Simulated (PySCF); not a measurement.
CH3FSZn, SMILES C[S][Zn][F].

Geometry optimised at B3LYP-D3(BJ)/def2-SVP. The structure was generated by enumeration; whether it is a known compound was not checked. One conformer was computed; it need not be the lowest.

The numbers are results of PySCF with PBE/def2-TZVP, not measurements.

Symmetry labels are those of the subgroup Cs that the program uses (full group Cs).

Computed valence orbital energies around the gap with their symmetry:
```
orbital  symmetry  energy (eV)
-------  --------  -----------
HOMO−7         A'       -10.84
HOMO−6         A"       -10.68
HOMO−5         A'        -9.39
HOMO−4         A'        -9.28
HOMO−3         A"        -8.32
HOMO−2         A'        -8.29
HOMO−1         A'        -7.44
HOMO           A"        -5.95
LUMO           A'        -2.22
LUMO+1         A'        -1.51
LUMO+2         A"        -0.79
LUMO+3         A'         0.41
```
